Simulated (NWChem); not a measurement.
CH$_{2}$F$_{4}$Si; SMILES F[SiH2]C(F)(F)F

```xyz
8

Si    -0.5973    -1.0923    -0.0040
F      0.6645    -2.0917     0.0071
C      0.0640     0.7109    -0.0002
F      0.8236     0.9932    -1.0837
F      0.8034     0.9960     1.0965
F     -0.9895     1.5707    -0.0110
H     -1.3823    -1.2801    -1.2438
H     -1.4022    -1.2780     1.2233
```
Atoms are numbered in this order, from 1.

Program: NWChem. The geometry was optimised at B3LYP/6-31G* (spherical d). GIAO values for the isolated, static molecule; σ is the absolute isotropic shielding, δ = σ(reference) − σ with the isolated reference molecule computed at the same levels (13C: tetramethylsilane, 19F: trichlorofluoromethane, 1H: tetramethylsilane, 29Si: tetramethylsilane).

For level BHandHLYP/pcSseg-1:

| Quantity | Value |
|---|---|
| δ Si1 (ppm) | -22.0 |
| δ F2 (ppm) | -212.5 |
| δ C3 (ppm) | 131.9 |
| δ F4 (rotor mean) (ppm) | -72.7 |
| δ H7 (ppm) | 4.79 |

How do the values read with level LDA (Slater exchange, VWN5)/pcSseg-1 instead?


| Item | Value |
|---|---|
| δ Si1 (ppm) | -9.5 |
| δ F2 (ppm) | -265.6 |
| δ C3 (ppm) | 147.3 |
| δ F4 (rotor mean) (ppm) | -95.7 |
| δ H7 (ppm) | 5.44 |
